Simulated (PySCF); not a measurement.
Predicted spectroscopic data

Rapidly exchanging positions averaged, one conformer, gas phase, no relativistic terms. σ from GIAO-PBE0/pcSseg-1; geometry from GFN2-xTB; PySCF 2.14.0 with density-fitted response routines.

δ = σ(ref) − σ, references computed at the same level: ¹H and ¹³C against TMS. Where no couplings were computed, multiplicities follow the n + 1 count of equivalent neighbours, and m marks all less simple cases (inequivalent or close neighbours, rings, F or P nearby). Shifts are as computed. Against solution values, carbons near 30 ppm lie about +3 ppm off and those near 130 ppm about +5 ppm. Of 1211 compounds with measured shifts, 218 miss one by over three times the rms of a fit or turn the order of signals round; such compounds aren't used in these exercises.

**1.** `C/C=N/[C@@H]1C=C[SiH2]1`, C$_{5}$H$_{9}$NSi. ¹H NMR (600 MHz, computed): δ 7.97 (q, 1H), 7.54 (m, 1H), 6.50 (m, 1H), 5.25 (m, 1H), 5.07 (m, 1H), 4.38 (m, 1H), 2.08 (d, 3H). ¹³C{¹H} NMR (computed): δ 169.3 (CH), 155.4 (CH), 145.3 (CH), 64.1 (CH), 27.7 (CH3).

**2.** `CC(C)c1ccncc1`, C$_{8}$H$_{11}$N. ¹H NMR (600 MHz, computed): δ 8.89 (d, 2H), 7.25 (d, 2H), 2.64 (sept, 1H), 1.30 (d, 6H). ¹³C{¹H} NMR (computed): δ 163.9 (C), 156.1 (CH), 126.5 (CH), 40.1 (CH), 26.7 (CH3).
